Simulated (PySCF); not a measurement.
Compound: C7H7BF2.
Numbering: `[F:1][CH:2]([F:3])[C:4]1=[CH:5][CH:6]=[CH:7][CH:8]=[CH:9][BH:10]1` (hydrogens: H11 on C2; H12 on C5; H13 on C6; H14 on C7; H15 on C8; H16 on C9; H17 on B10)

Method used: PySCF, TDDFT CAM-B3LYP/def2-SVPD, vertical, gas phase, core orbitals frozen in the response. Geometry: PBE0-D3(BJ)/def2-SVP, one conformer, isolated molecule. Torsions of this conformer, `[F:1][CH:2]([F:3])[C:4]1=[CH:5][CH:6]=[CH:7][CH:8]=[CH:9][BH:10]1`: F1–C2–C4–C5 113°.

Frontier orbitals with the atoms that hold most of them (Löwdin shares over 4%, at most four atoms; ? is withheld):

```tsv
orbital	ε (eV)	atoms
LUMO+2	0.99	B10 26%, C8 11%, C7 10%, C6 8%
LUMO+1	-0.84	B10 24%, C5 16%, C8 16%, C4 10%
LUMO	-1.41	?
HOMO	?	C9 17%, C6 17%, C7 16%, C4 16%
HOMO-1	-9.88	?
HOMO-2	-10.52	B10 31%, H17 23%, C4 13%, C5 8%
HOMO-3	-10.57	C9 18%, B10 15%, C4 13%, C2 10%
```

(1) Give the leading atoms of the HOMO-1.

(2) Give the leading atoms of the LUMO.

(3) What is the HOMO energy, and the HOMO–LUMO gap?

Results:

(1) C8 (bonded to 2 C and H) 22%; C5 (bonded to 2 C and H) 21%; C9 (bonded to B, C and H) 15%; C4 (bonded to B and 2 C) 15%.

(2) C9 (bonded to B, C and H) 18%; C4 (bonded to B and 2 C) 16%; C7 (bonded to 2 C and H) 16%; C6 (bonded to 2 C and H) 16%.

(3) ε(HOMO) = -8.61 eV; the gap is 7.19 eV (0.2644 hartree).

Question: The HOMO–LUMO gap is 7.19 eV. Where does the response calculation put the lowest singlet, and from which orbitals?

Answer: S1 is at 4.60 eV (f = 0.164), 2.59 eV below the gap, made of HOMO→LUMO (92%). Without the coupling terms of the response equations the lowest excitation would equal the gap.

Question: One configuration dominates each of S1, S2, S5 and S8. Which, and how do the shares of the two leading atoms of either orbital change from the occupied to the empty one?

Answer: 
- S1 (4.60 eV, f 0.164), HOMO→LUMO (92%): C9 17% → 18%, C6 17% → 16%, C4 16% → 16%
- S2 (4.67 eV, f 0.041), HOMO→LUMO+1 (74%): C9 17% → at most 10%, C6 17% → at most 10%, B10 at most 16% → 24%, C5 at most 16% → 16%
- S5 (5.88 eV, f 0.0062), HOMO-2→LUMO+1 (94%): B10 31% → 24%, H17 23% → at most 10%, C5 8% → 16%
- S8 (6.39 eV, f 0.358), HOMO-1→LUMO+1 (88%): C8 22% → 16%, C5 21% → 16%, B10 at most 15% → 24%

Löwdin shares depend on the basis, the more so with diffuse functions.

The run took 1.8 min wall on one thread, AMD EPYC 9R45 (x86_64), no GPU, shared host with 96 logical CPUs at a one-minute load of 23, and the process peaked at 1.2 GiB of memory.
